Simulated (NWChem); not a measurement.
Molecule: CH2ClF; SMILES FCCl

```xyz
5

F      0.3892     1.5058     0.0000
C     -0.5715     0.5650     0.0000
Cl     0.1312    -1.0629     0.0000
H     -1.1851     0.6598     0.9078
H     -1.1851     0.6598    -0.9078
```
Atoms are numbered in this order, from 1.

Level: PBE0/def2-SVP (NWChem), optimised geometry, unscaled harmonic frequencies. 

```
frequency (cm⁻¹)  IR intensity (km/mol)
----------------  ---------------------
392                                 1.6
774                                88.2
1003                                0.8
1161                              176.4
1260                                2.5
1373                               42.1
1495                                2.0
3095                               25.8
3180                               13.6
```

```json
{
 "zero_point_energy": "19.6 kcal/mol",
 "thermal correction to the enthalpy at 298.15 K (with zero-point energy)": "22.3 kcal/mol",
 "heat capacity Cv": "9.1 cal/(mol K)",
 "entropy at 298.15 K and 1 atm (symmetry number 1)": "63.0 cal/(mol K)",
 "dipole_moment": "1.81 D"
}
```

Rigid rotor and harmonic oscillator.
